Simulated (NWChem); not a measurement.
C₂H₃F₃Si; SMILES F[Si](F)(F)C=C

```xyz
9

C     -0.0944     2.4306     0.0005
C      0.7145     1.3641    -0.0050
Si     0.0410    -0.3368    -0.0005
F      0.4715    -1.1767    -1.2970
F      0.5304    -1.1916     1.2650
F     -1.5625    -0.2952     0.0351
H     -1.1845     2.3266     0.0088
H      0.2979     3.4532    -0.0025
H      1.8007     1.5140    -0.0121
```
Atoms are numbered in this order, from 1.

Program: NWChem. Structure relaxed at the PBE0/def2-SVP level. Level: M05-2X/def2-SVP with SMD (1 M gas to 1 M solution), gas-phase geometry. Reactions with the solvent are ignored.

```json
[
 {"solvent": "water", "dielectric constant": "78.4", "solvation free energy (kcal/mol)": "0.0", "cavity-dispersion-structure term (kcal/mol)": "4.7", "dipole in solution (D)": "3.44"},
 {"solvent": "dichloromethane", "dielectric constant": "8.93", "solvation free energy (kcal/mol)": "-3.6", "cavity-dispersion-structure term (kcal/mol)": "0.5", "dipole in solution (D)": "3.38"},
 {"solvent": "N,N-dimethylformamide", "dielectric constant": "37.2", "solvation free energy (kcal/mol)": "[?]", "cavity-dispersion-structure term (kcal/mol)": "[?]", "dipole in solution (D)": "3.43"},
 {"solvent": "chlorobenzene", "dielectric constant": "5.70", "solvation free energy (kcal/mol)": "-3.1", "cavity-dispersion-structure term (kcal/mol)": "0.7", "dipole in solution (D)": "3.34"}
]
```

Complete the blanks.


- N,N-dimethylformamide, solvation free energy (kcal/mol): -2.7
- N,N-dimethylformamide, cavity-dispersion-structure term (kcal/mol): 1.9
